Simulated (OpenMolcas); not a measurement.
**Levels of S2+ by method**

```json
{"Program": "OpenMolcas", "Basis": "ANO-L-VQZP [6s5p3d2f]", "Scalar Hamiltonian": "non-relativistic, point nucleus", "Active space": "4 electrons in 9 orbitals (RAS2 3s 3p; RAS3 3d, at most 2 electrons)", "State averaging": "2S+1 = 3 even, 6 roots; 2S+1 = 1 even, 12 roots; 2S+1 = 5 odd, 1 root; 2S+1 = 3 odd, 8 roots; 2S+1 = 1 odd, 8 roots", "Spin-orbit coupling": "state interaction with AMFI integrals over the reference wave functions, term energies averaged over their components"}
```

Methods on the same reference wave functions:
A. RASSCF
B. SS-RASPT2, IPEA 0.25 Eh, imaginary shift 0.1 Eh (closed shells correlated: 2s 2p)
C. MS-RASPT2, IPEA 0.25 Eh, imaginary shift 0.1 Eh (closed shells correlated: 2s 2p)

Energies in cm-1 above 3s2 3p2 3P0, the measured ground level; measured values from NIST levels in Podobedova, Kelleher and Wiese, J. Phys. Chem. Ref. Data 38, 171 (2009).

```json
{"Level": "3s2 3p2 3P0", "A": "0.0", "B": "0.0", "C": "0.0", "Measured": "0.0"}
{"Level": "3s2 3p2 3P1", "A": "255", "B": "257", "C": "258", "Measured": "299"}
{"Level": "3s2 3p2 3P2", "A": "726", "B": "726", "C": "729", "Measured": "833"}
{"Level": "3s2 3p2 1D2", "A": "13471", "B": "11640", "C": "11630", "Measured": "11323"}
{"Level": "3s2 3p2 1S0", "A": "30332", "B": "27650", "C": "27530", "Measured": "27161"}
{"Level": "3s 3p3 5S* 2", "A": "52461", "B": "55800", "C": "55830", "Measured": "58672"}
{"Level": "3s 3p3 3D* 1", "A": "82391", "B": "82740", "C": "82760", "Measured": "84019"}
{"Level": "3s 3p3 3D* 2", "A": "82406", "B": "82750", "C": "82780", "Measured": "84047"}
{"Level": "3s 3p3 3D* 3", "A": "82441", "B": "82790", "C": "82810", "Measured": "84099"}
{"Level": "3s 3p3 3P* 2", "A": "98504", "B": "97840", "C": "97860", "Measured": "98745"}
{"Level": "3s 3p3 3P* 1", "A": "98530", "B": "97860", "C": "97890", "Measured": "98766"}
{"Level": "3s 3p3 3P* 0", "A": "98537", "B": "97870", "C": "97900", "Measured": "98772"}
```

Deviations, from unrounded energies. A percentage is the sum of absolute deviations over the sum of measured energies, with the sign that they share, or ± where signs differ.

```csv
Against measurement,Levels,A,B,C
mean absolute deviation (cm-1),11,1600,950,920
fine structure of the ground term (%),2,-13.3,-13.1,-12.8
other terms of the ground configuration (%),2,+13.8,+2.1,+1.8
other configurations (%),7,-2.0,-1.6,-1.5
```

B, C lie about equally close to measurement and A furthest from it. The largest miss of C in the table is 3s 3p3 5S* 2, by -2800 cm-1. The ranking rests on the paired levels alone, and a cruder setting can come out closer through cancelling errors.

Between B and C the level of the table that moves most is 3s2 3p2 1S0, by 120 cm-1 (lowest in C, highest in B). Moves below CASPT2's spread within the term are not significant.

From A to B the spin-free energies of the other terms of 3s2 3p2 shown, above 3P, scale by factors of 0.86 to 0.91.

The lowest spin-free term lies below A's lowest term by 0.060 hartree in B, 0.060 hartree in C.

CASPT2 breaks the degeneracy within a term, and the mean is taken; among the terms shown or strongly mixed into the levels shown the widest spread is 21 cm-1 (3s 3p3 3D*, C). The run also gave levels led by 3s 3p2 3d, 3s2 3p 3d, which use shells meant for correlation; these and all levels above them are left out. Some terms mix strongly with configurations of 3d, whose occupation reaches 0.20 (3s 3p3 3D*, 3s 3p3 3P*). Computed and measured levels are paired by configuration, term and J; levels that our copy of the source lacks, or whose pairing is in doubt (as where it misses far off the trend of its configuration), stay unpaired and out of the deviations. Only configurations of the active space appear. The table leaves out levels that lie high or whose names do not pair safely across all columns.

* marks odd parity.
